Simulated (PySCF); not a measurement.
**Ionisation energy of S(2+) by level of theory**

S(2+) [Ne] 3s2 3p2 (3P) → S(3+) [Ne] 3s2 3p1 (2P), as a difference of total energies. Calculation: PySCF 2.14, in def2-QZVPPD (10s7p5d2f1g, 79 functions); no relativity, point nucleus. Correlated levels: valence and next inner shell: 1s2 frozen. The calculations carry no spin-orbit coupling.

| method | ionisation energy (eV) |
| --- | --- |
| UHF | 34.159 |
| MP2 (valence and next inner shell) | 34.708 |
| SCS-MP2 (valence and next inner shell) | 34.607 |
| CCSD (valence and next inner shell) | 34.731 |
| CCSD(T) (valence and next inner shell) | 34.766 |

**Question.** How much does correlation contribute at CCSD(T) (valence and next inner shell)?

**Answer.** 34.766 − (34.159) = 0.607 eV, measured against UHF.

A first-order spin-orbit estimate (lowest level to lowest level, LS coupling) adds -0.009 eV.

Errors of the correlated levels include the incompleteness of this basis and the frozen core.

For comparison: 34.86 ± 0.04 eV (semi-empirical (NIST evaluation); NIST Atomic Spectra Database, ionization energies).
